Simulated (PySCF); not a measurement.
Species: C₄H₇N₂Si₂ (doublet state).
Cartesian coordinates in Å at the GFN2-xTB level; atoms count from 1:
```
atom  x, y, z in Å
N1    -2.1668    1.4137    1.7201
C2    -1.6889    0.4511    1.3288
C3    -1.0908   -0.7437    0.7961
C4    -0.9461   -0.6581   -0.7274
Si5    0.0867    0.8354   -1.3298
Si6    2.2069    0.5684   -0.5180
C7     2.4555   -0.4044    1.0230
N8     2.5609   -1.0990    1.9395
H9    -0.1148   -0.8824    1.2717
H10   -1.7245   -1.5929    1.0742
H11   -1.9414   -0.5993   -1.1725
H12   -0.5022   -1.5907   -1.0796
H13   -0.6239    2.0670   -0.9632
H14    0.1382    0.7628   -2.8009
H15    3.3468    1.4802   -0.5841
```

The hyperfine couplings belong to this conformer and change with its torsions.

The species is `N#CCC[SiH2][SiH]C#N` [radical].

Computed, not measured: UKS B3LYP, pcH-1 on C H N Si, non-relativistic, mean-field spin-orbit, GIAO in PySCF. Geometry: GFN2-xTB, one conformer, isolated molecule. The geometry wasn't refined by DFT: couplings that depend on bond lengths, twists or pyramidal angles can differ widely from those at the functional's own minimum, by a factor of two or more for some ions and for spin on atoms past the first row. The SCF solution wasn't tested for stability.

Task: Give the principal g shifts and their parts.

Result: 
| Δg (ppm) | 1 | 2 | 3 |
| --- | --- | --- | --- |
| relativistic mass correction | -136 | -136 | -136 |
| gauge correction | 5 | 33 | 43 |
| orbital Zeeman/spin–orbit | -135 | 792 | 4036 |
| total | -266 | 689 | 3944 |

So g = 2.00205, 2.00301, 2.00626 and g_iso = 2.00377; the tensor is rhombic: the two nearest values differ by 23 % of g3 − g1. Axes: g2 points within 10° of the Si5–Si6 bond.

Task: At 9.621 GHz, how far is the centre of the isotropic spectrum from where a free electron (g = 2.002319) resonates?

Result: B = hν/(g μB) with μB/h = 13.99624 MHz/mT gives 343.30 mT for the free electron and 343.05 mT at g_iso, 0.25 mT lower.

Task: What are the electron Larmor frequencies g μB B/h along the three axes at 3350 mT?

Result: 93.8711, 93.9159, 94.0685 GHz for g1, g2 and g3, a range of 197.4 MHz.

Task: In a frozen sample, at which fields do the three g values resonate at 9.5, 34, 94 and 263 GHz (hyperfine left aside), and which band first spreads them over more than twice a line width of 0.3 mT?

Result: 
```csv
band,GHz,B(g3) mT,B(g2) mT,B(g1) mT,spread mT
X,9.5,338.32,338.87,339.03,0.71
Q,34.0,1210.82,1212.79,1213.37,2.55
W,94.0,3347.56,3353.00,3354.60,7.04
J,263.0,9366.05,9381.27,9385.74,19.69
```

The spread grows in proportion to the frequency. X band is the first where it exceeds 0.6 mT.

The Mulliken spin populations are largest on Si6 (+0.95), N8 (+0.16) and C7 (-0.10). The angles at Si6 add up to 353.6°, so it is slightly pyramidal.

The HOMO–LUMO gaps are 4.91 eV among the α and 5.20 eV among the β orbitals.

Hardware: Arm Neoverse V1, one thread, no GPU, shared host with 32 logical CPUs at a one-minute load of 16. Cost: 1.9 min wall (grids of density and orbitals included), 0.98 GiB resident at most.
